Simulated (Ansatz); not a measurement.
Consider the ligand exchange at the Si–S bond: `F[Si](Cl)(Cl)S[SiH2]Cl` + `N[SiH2]F` → `F[SiH2]N[Si](F)(Cl)Cl` + `S[SiH2]Cl`.

Gas-phase electronic energies from Ansatz, PBE0-D4/def2-TZVP geometries. CCSD(T)/CBS adds triple-zeta CCSD(T) − MP2 to the extrapolated MP2 energy (def2 sets, frozen cores). Functionals use def2-TZVPP. B3LYP here is the variant with VWN-RPA as its local correlation; programs differ in this. Each species was taken in one conformer, which may not be the lowest.

`F[Si](Cl)(Cl)S[SiH2]Cl`:

```xyz
9

F    -2.084   -0.559   -0.834
Si   -0.584   -0.640   -1.327
Cl   -0.486   -2.016   -2.803
Cl   -0.116    1.197   -2.039
S     0.683   -1.273    0.225
Si    0.552    0.447    1.496
Cl    2.057    1.776    1.117
H    -0.743    1.130    1.295
H     0.721   -0.063    2.871
```

`N[SiH2]F`:

Z-matrix (Å, degrees):
```
Si
F 1 1.605
N 1 1.696 2 114.6
H 1 1.479 2 105.8 3 -119.3
H 1 1.479 2 105.8 3 119.3
H 3 1.006 1 122.0 2 77.5
H 3 1.006 1 122.0 2 -77.5
```

`F[SiH2]N[Si](F)(Cl)Cl`:

```xyz
10

F     1.381    0.728   -2.097
Si    0.815    1.205   -0.684
N    -0.526    0.243   -0.188
Si   -0.540   -1.179    0.731
F     0.949   -1.700    0.815
Cl   -1.190   -0.896    2.630
Cl   -1.702   -2.601   -0.124
H     0.342    2.594   -0.860
H     1.901    1.058    0.303
H    -1.430    0.547   -0.525
```

`S[SiH2]Cl`:

```xyz
6

S     0.503    0.623    1.505
Si   -0.207    0.153   -0.436
Cl   -1.532   -1.417   -0.446
H     1.244   -0.494    1.614
H     0.904   -0.229   -1.334
H    -0.913    1.364   -0.904
```

CCSD(T)/CBS gives -10.7 kJ/mol.

(1) Another level gave -17.4 kJ/mol. Which?
A. r2SCAN-D4/def2-TZVPP
B. B3LYP/def2-TZVPP
C. PBE/def2-TZVPP
D. PBE-D4/def2-TZVPP

Largest T1 diagnostic among the species: 0.011.

## Answers

(1) B. B3LYP -17.4, r2SCAN-D4 -8.1, PBE-D4 1.1, PBE -3.7 kJ/mol.

From PBE to PBE0 (25 % exact exchange), in def2-TZVPP and without D4, ΔE moves by −4.2 kJ/mol. In def2-TZVPP, CCSD(T) changes the Hartree–Fock value by +15.4 kJ/mol (the triples alone add +3.9 kJ/mol) and MP2 by +22.6 kJ/mol. The D4 term adds +8.1 kJ/mol with B3LYP and +4.4 kJ/mol with PBE0; it sums over pairs of atoms, weighted by their polarisabilities, and B3LYP, whose exchange is more repulsive, gets the larger term.
